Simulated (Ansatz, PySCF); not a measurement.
This PySCF input computes a PBE0/def2-TZVPD energy:

```python
from pyscf import gto, scf, dft

mol = gto.M(
    atom='''
    Si    0.14396459    0.02472415    0.01615681
    F    -0.33332693   -1.06052815   -1.11229603
    F    -0.66769865   -0.51529354    1.31274055
    F    -0.81004134    1.27472655   -0.43810332
    N     1.71057088    0.25339972    0.33180557
    H     2.31010189    0.58992019   -0.40990512
    ''',
    basis='def2-tzvpd',
    charge=-1,
    spin=0,
    verbose=4,
)

mf = dft.RKS(mol, xc='pbe0').density_fit(auxbasis='def2-universal-jkfit')
mf.grids.level = 3
mf.conv_tol = 1e-9
mf.max_cycle = 100
mf.max_memory = 1500
mf.kernel()
if not mf.converged:
    mf = mf.newton()
    mf.kernel(mf.make_rdm1())
mf.analyze()
```

Problem. Write an input for the same energy in Ansatz (an electronic-structure program) and say what it gives.

Solution. 
Ansatz 0.2 input:
```yaml
crystal:
  periodic: [false, false, false]
  atoms:
    - {symbol: Si, position_ang: [0.14396459, 0.02472415, 0.01615681]}
    - {symbol: F, position_ang: [-0.33332693, -1.06052815, -1.11229603]}
    - {symbol: F, position_ang: [-0.66769865, -0.51529354, 1.31274055]}
    - {symbol: F, position_ang: [-0.81004134, 1.27472655, -0.43810332]}
    - {symbol: N, position_ang: [1.71057088, 0.25339972, 0.33180557]}
    - {symbol: H, position_ang: [2.31010189, 0.58992019, -0.40990512]}
basis:
  gaussian:
    orbitals: def2-TZVPD
hamiltonian:
  xc: {name: PBE0}
total_charge: -1
output: {forces: true}
```
It gives -644.34969 Eh, and PySCF -644.34972 Eh, a difference of 0.03 mEh, from the treatment of integrals and grids.

It need not be the lowest isomer of its formula. Whether it binds its extra electron was not tested at this geometry.
